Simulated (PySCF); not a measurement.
# TDDFT excited states: C6H15Ga

Triethylgallium, C6H15Ga.
Z-matrix (Å and degrees, PBE0-D3(BJ)/def2-SVP geometry), rows numbered from 1:
```
C 
C   1  1.5249
Ga  2  1.9855  1  115.75
C   3  1.9852  2  119.58  1  -176.46
C   4  1.5252  3  115.82  2    -2.94
C   3  1.9884  2  120.20  1     0.14
C   6  1.5310  3  111.91  2   -92.06
H   1  1.1021  2  111.78  3   -60.29
H   1  1.1023  2  111.83  3    58.94
H   1  1.1034  2  112.60  3   179.35
H   2  1.1059  1  110.77  3   122.44
H   2  1.1057  1  110.86  3  -122.28
H   4  1.1063  3  106.66  2   120.66
H   4  1.1053  3  107.74  2  -127.75
H   5  1.1021  4  111.77  3    59.22
H   5  1.1022  4  111.82  3   -60.02
H   5  1.1034  4  112.59  3   179.58
H   6  1.1032  3  109.34  2   145.96
H   6  1.1031  3  109.23  2    29.73
H   7  1.1029  6  112.09  3   -59.39
H   7  1.1034  6  112.24  3  -179.42
H   7  1.1030  6  112.00  3    60.73
```

The calculation used TDDFT wB97X-D/def2-SVPD, vertical, gas phase, core orbitals frozen in the response in PySCF. The wB97X-D/def2-SVPD calculation is non-relativistic and has no spin–orbit coupling, an omission that weighs most on gallium.

**Question.** List the vertical singlet excitations with oscillator strengths and describe the spectrum.

**Answer.** 

| state | E (eV) | λ (nm) | f | main configurations (H = HOMO, L = LUMO) |
| --- | --- | --- | --- | --- |
| S1 | 4.95 | 250.3 | 0.0013 | H→L (96%) |
| S2 | 5.00 | 248.2 | 0.0012 | H-1→L (96%) |
| S3 | 6.30 | 196.8 | 0.057 | H→L+1 (74%), H-1→L+1 (15%) |
| S4 | 6.35 | 195.2 | 0.048 | H-1→L+1 (74%), H→L+1 (15%) |
| S5 | 7.41 | 167.3 | 0.0032 | H-1→L+2 (63%), H→L+3 (17%) |
| S6 | 7.53 | 164.6 | 0.011 | H→L+2 (80%) |
| S7 | 7.61 | 163.0 | 0.027 | H-1→L+3 (43%), H→L+3 (33%) |
| S8 | 7.76 | 159.7 | 0.020 | H→L+3 (34%), H-1→L+3 (28%), H-1→L+2 (16%) |
| S9 | 8.04 | 154.3 | 0.0013 | H-2→L (58%), H-4→L (33%) |
| S10 | 8.15 | 152.2 | 0.0046 | H-3→L (79%) |

Triplets (Tamm–Dancoff): T1 4.70 eV, H→L (91%); T2 4.76 eV, H-1→L (91%); T3 6.02 eV, H→L+1 (74%); T4 6.08 eV, H-1→L+1 (74%).

The lowest singlet comes at 250 nm (478 kJ/mol) in the ultraviolet; it is very weak; its leading configuration is HOMO→LUMO (96%). The most intense listed level is S3 at 6.30 eV (197 nm, f = 0.057), 1.35 eV above S1. Löwdin shares by element: HOMO (one of a set within 0.03 eV) carbon 52% or more, gallium 18% (atoms not listed hold the other 30%); LUMO gallium 49%, carbon 28% or more (atoms not listed hold the other 23%). Weighted by f, the mean energy of these states is 6.83 eV. Orbital energies (eV): HOMO-3 -11.36, HOMO-2 -11.31, HOMO-1 -8.70, HOMO -8.67, LUMO 1.03, LUMO+1 1.39, LUMO+2 2.59. The listed states span 3.19 eV, and the widest gap between neighbours is 1.30 eV (S2 to S3). No computed singlet lies in the visible range (380 to 750 nm); the lowest, at 250 nm, stands 1.69 eV above its violet end (3.26 eV). The vertical ionisation energy (ΔSCF) is 8.77 eV, 0.62 eV above S10. Only the lowest 10 singlets were computed, as vertical energies without vibronic structure.

One conformer stands for the species.
